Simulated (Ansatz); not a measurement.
# Worked example: GeH2F2 → GeHF2 + H

Species: GeH2F2 (difluorogermane) `[F][GeH2][F]`, singlet; GeHF2 `[F][GeH][F]`, doublet; H atom, doublet. 

Shapes, held fixed at every level: PBE0-D4/def2-TZVP. Programs: Ansatz 0.2.0. The zero-point and thermal change to 298 K, harmonic and unscaled (PBE0-D4/def2-TZVP), is -18.9 kJ/mol.

At CCSD(T)/def2-TZVPP; 1 Eh = 2625.50 kJ/mol:

```
species   energy (Eh)
 GeH2F2  -2276.361072
  GeHF2  -2275.716181
      H     -0.499810
```

Task: Work out ΔH(298 K) of the reaction at this level.

Result: 
1. Products less reactants: (-2275.716181) + (-0.499810) − [(-2276.361072)] = 0.145081 Eh = +380.9 kJ/mol.
2. With the thermal change: +380.9 + (-18.9) = +362.0 kJ/mol.

Other levels give +282.4 (HF/def2-TZVPP) to +353.9 kJ/mol (BHLYP-D4/def2-TZVPP). No measured value is set beside it here. Open shells run unrestricted unless RO is named. Relativity is left out for Ge unless named. Correlated rows may include outer-core shells of Ge, which these sets cover unevenly.
